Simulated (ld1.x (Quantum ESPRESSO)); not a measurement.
## Before and after: TM potential for nickel (Ni)

| Property | Result |
| --- | --- |
| Element | nickel |
| Generator | ld1.x (Quantum ESPRESSO) 7.5 |
| Type | norm-conserving Troullier–Martins (Kleinman–Bylander form) |
| Functional | PBE |
| Relativity | scalar-relativistic |
| Frozen core | [Ar] |
| Valence charge | 10 |
| Reference configuration | 3d8 4s0 4p0 (charge +2) |
| Partial waves | 4s (bound, empty): rc 2.25 bohr; 4p (bound, empty): rc 1.90 bohr; 3d (bound): rc 1.40 bohr |
| Local potential | all-electron potential smoothed inside 1.60 bohr (lloc = -1) |
| Core correction | none |

All-electron outer shells of the reference configuration (PBE, scalar-relativistic, ld1.x):

| shell | level (eV) | outermost node (bohr) | outermost maximum (bohr) |
| --- | --- | --- | --- |
| 3p | -91.10 | 0.27 | 0.65 |
| 3d | -28.37 | – | 0.63 |
| 4s | -21.65 | 0.91 | 2.02 |
| 4p | -15.02 | 0.99 | 2.44 |

Change: wave 3d (bound): rc 1.40 bohr becomes 3d (bound): rc 2.16 bohr.

Cutoffs: the cutoffs (Ry, on a coarse ladder) from which the occupation-weighted sum of valence levels, in a spherical-Bessel basis at the reference potential, stays within 10 and 1 mRy of its value at 400 Ry; they do not see the model core or the augmentation charge, which bear on the density cutoff. Errors are all-electron minus pseudo energies relative to the spin-unpolarised reference configuration.

Q: How do hardness, ghosts and transferability respond?

A: The potential gets softer (140 Ry and 230 Ry → 70 Ry and 120 Ry); both files keep a bound ghost (s); of the 6 tests that both files solve, the error grows in 1 and shrinks in 4 by more than 15 % and 0.3 meV (median size 136.2 → 107.4 meV). A larger radius leaves more room for a smooth pseudo-wave, so fewer plane waves are needed.

| quantity | base | changed |
| --- | --- | --- |
| cutoff, loose | 140 Ry | 70 Ry |
| cutoff, tight | 230 Ry | 120 Ry |
| bound ghosts | s | s |
| tests counted (converged, no solver errors) | 6 of 7 | 6 of 7 |
| error for 3d8 4s2 4p0, meV [ΔE -26.67 eV] | +156 | +123 |
| error for 3d8 4s1 4p0, meV [ΔE -17.35 eV] | +58 | +40 |
| error for 3d7 4s0 4p0, meV [ΔE 37.47 eV] | -153 | +92 |
| error for 3d7 4s2 4p1, meV [ΔE -16.13 eV] | -119 | +284 |
| error for 3d6 4s0 4p0, meV [ΔE 95.02 eV] | -793 | +769 |
| error for 3d8 4s1 4p1, meV [ΔE -22.08 eV] | +102 | +82 |
| s: phases at 2.46 bohr within 0.05 rad from the reference energy up to (Ry; the scan ends near 5) | -0.9 | -0.9 |
| p: phases at 2.46 bohr within 0.05 rad from the reference energy up to (Ry; the scan ends near 5) | 0.9 | 0.9 |
| d: phases at 2.46 bohr within 0.05 rad from the reference energy up to (Ry; the scan ends near 5) | -0.0 | -0.5 |

Base: Tests not counted: 3d9 4s1 4p0 (solver errors, printed error +2.8 eV). These tests converged, but a pseudo level misses the all-electron one widely, so the file describes the atom poorly there or has found another state: 3d6 4s0 4p0: empty 4s by 9.3 eV (a node warning on the way). Changed file: Tests not counted: 3d9 4s1 4p0 (solver errors, printed error +2.0 eV). These tests converged, but a pseudo level misses the all-electron one widely, so the file describes the atom poorly there or has found another state: 3d6 4s0 4p0: empty 4s by 7.6 eV (a node warning on the way). A true bound ghost makes a file unfit for plane-wave use even where its test errors are small: the radial tests pick states by their node count and pass the ghost by. Where a test does run into it, the solver fails or the error is huge.
